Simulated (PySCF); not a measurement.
A calculated (UHF, PySCF 2.14, aug-cc-pVDZ-DK, scalar relativity by spin-free X2C-1e) atom or ion has these occupied shells.

```
shell  electrons  orbital energy (eV)  rms radius, mean of both spins (bohr)
 1s α          1              -7212.5                                 0.0675
 1s β          1              -7212.4                                 0.0675
 2s α          1              -922.79                                  0.288
 2s β          1              -918.12                                  0.288
 2p α          3              -788.61                                  0.260
 2p β          3              -783.93                                  0.260
 3s α          1              -158.91                                  0.865
 3s β          1              -146.29                                  0.865
 3p α          3              -119.33                                  0.920
 3p β          3              -104.11                                  0.920
 3d α          5              -56.212                                   1.08
```

(1) Name the element and its charge.

Results:

(1) Fe³⁺ (iron, charge +3), in [Ar] 3d5, high-spin 6S determinant.
